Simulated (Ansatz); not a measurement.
Reaction (ligand exchange at a B–S bond): `BSB` + H₂Te → `B[TeH]` + `BS`

Program: Ansatz. Geometries: PBE0-D4/def2-TZVP. ΔE: electronic, gas phase. CBS: MP2 limit from def2 TZ/QZ plus the TZ coupled-cluster correction, frozen cores. This one scheme is used for every species. Functionals use def2-TZVPP. def2 core potentials past Kr. For Te outer-core shells are correlated without core-valence functions, which leaves a few kJ/mol of doubt a bond.

`BSB`:

Cartesian coordinates in Å:
```
B -0.387 1.141 0.732
S -0.905 -0.554 0.442
B 0.331 -1.176 -0.705
H 0.584 1.570 0.194
H -1.054 1.793 1.474
H 0.217 -2.306 -1.065
H 1.215 -0.468 -1.072
```

H₂Te:

Cartesian coordinates in Å:
```
Te -0.336 -0.427 0.556
H -0.764 0.929 -0.292
H 1.100 -0.503 -0.264
```

`B[TeH]`:

Cartesian coordinates in Å:
```
B -0.327 -0.646 -0.023
Te 0.717 0.965 -0.870
H -0.614 -0.640 1.131
H -0.604 -1.540 -0.760
H 0.829 1.860 0.522
```

`BS`:

Cartesian coordinates in Å:
```
B -0.084 -0.091 -0.566
S 0.897 0.286 0.851
H 0.495 -0.115 -1.607
H -1.252 -0.305 -0.474
H -0.056 0.225 1.797
```

```tsv
level	ΔE (kJ/mol)
BLYP-D4	-13.8
r2SCAN0-D4	-12.2
B2PLYP	-11.9
LC-ωPBE	-8.2
```

Task: What does CCSD(T)/CBS give? (Estimate.)

Result: Ansatz gave: -13.7 kJ/mol. The listed levels differ from it by -0.1, 1.5, 1.8, 5.5 kJ/mol.

Task: What do rigid-rotor, harmonic-oscillator terms from PBE0-D4/def2-TZVP frequencies (298.15 K, 1 bar) make of the CCSD(T)/CBS value? (Best estimate.)

Result: The calculation gave: ΔZPE = +5.9 kJ/mol, ΔH = -9.5 kJ/mol, ΔS = 11 J/(mol·K), ΔG = -12.8 kJ/mol.

Largest T1 diagnostic among the species: 0.015.

From r2SCAN to r2SCAN0 (25 % exact exchange), in def2-TZVPP and without D4, ΔE moves by +3.0 kJ/mol. Leaving LDA and LC-ωPBE aside and taking each functional with its dispersion term where it has one, the values, not all of them listed here, spread over 11.9 kJ/mol, from PBE-D4 to BHLYP-D4. In def2-TZVPP, CCSD(T) changes the Hartree–Fock value by −14.3 kJ/mol (the triples alone add −2.7 kJ/mol) and MP2 by −14.3 kJ/mol.
